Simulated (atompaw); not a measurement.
Building the PAW (atompaw) potential for Sb (PBE, scalar-relativistic).

antimony, PAW, made with atompaw 4.2.0.5 (PBE, scalar-relativistic). Core [Kr], reference 4d10 5s1.75 5p3.25. Waves: 5s (bound): rc 2.05 bohr; 5s channel at 3.2 Ry: rc 2.05 bohr; 5p (bound): rc 2.05 bohr; 5p channel at 0.25 Ry: rc 2.05 bohr; 4d (bound): rc 0.95 bohr; 4d channel at 1.85 Ry: rc 0.95 bohr. Local part: ultrasoft scheme with l = 3 at 0.5 Ry, radius 1.65 bohr. Core correction: smooth core density matched at 1.25 bohr. Augmentation charge: besselshape compensation charge, radius 1.60 bohr; PAW radius 2.05 bohr; waves and projectors: custom polynom gramschmidtortho.

All-electron outer shells of the reference configuration (PBE, scalar-relativistic, ld1.x):

```tsv
shell	level (eV)	outermost node (bohr)	outermost maximum (bohr)
4s	-149.21	0.39	0.73
4p	-102.16	0.39	0.76
4d	-33.86	0.38	0.84
5s	-13.04	0.95	1.90
5p	-4.98	1.04	2.32
```

What the tests gave:

```json
{
 "Cutoffs needed": "120 Ry and 180 Ry (the cutoffs (Ry, on a coarse ladder) from which the occupation-weighted sum of valence levels, in a spherical-Bessel basis at the reference potential, stays within 10 and 1 mRy of its value at 400 Ry)",
 "Ghost test": "ghost states, extra bound levels that the all-electron valence spectrum of the same l lacks: s at -25605.5 eV, p at -95.0 eV; a true bound ghost makes a file unfit for plane-wave use (spherical-Bessel basis up to 400 Ry, 20 bohr box)",
 "Lowest eigenvalue of the overlap operator": "0.00 (s channel)",
 "Overlap eigenvalues printed by atompaw (projector basis)": "0.000193, 0.699, 1.08, 6.05, 11.3, 12",
 "Share of each valence orbital outside the PAW sphere": "5s 53 %, 5p 77 %, 4d 2 %"
}
```

Generation and tests took about 4.2 s on one core of a shared server CPU.
